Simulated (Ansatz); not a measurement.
Consider the ligand exchange at the Si–N bond: `O[SiH2]N[Si](O)(Cl)Cl` + `CC(O)=S` → `CC(=S)O[SiH2]O` + `N[Si](O)(Cl)Cl`.

Calculated with Ansatz (gas phase, PBE0-D4/def2-TZVP geometries, no zero-point term in ΔE). CCSD(T)/CBS adds triple-zeta CCSD(T) − MP2 to the extrapolated MP2 energy (def2 sets, frozen cores). This one scheme is used for every species. Functionals use def2-TZVPP. One conformer a species, not always the lowest.

```
          level  ΔE (kJ/mol)
      r2SCAN-D4          6.0
        PBE0-D4          8.3
        ωB97M-V          4.6
         B2PLYP          0.7
            PBE          7.4
  HF/def2-TZVPP         -5.2
CCSD/def2-TZVPP          1.5
  MP2/CBS(def2)          1.9
```

Task: What does CCSD(T)/CBS give? (Best estimate.)

Result: The calculation gave: +2.1 kJ/mol. The listed levels differ from it by 3.9, 6.2, 2.5, -1.4, 5.3, -7.3, -0.6, -0.2 kJ/mol.

Largest T1 diagnostic among the species: 0.017.

In def2-TZVPP, CCSD(T) changes the Hartree–Fock value by +8.3 kJ/mol (the triples alone add +1.6 kJ/mol) and MP2 by +8.1 kJ/mol.
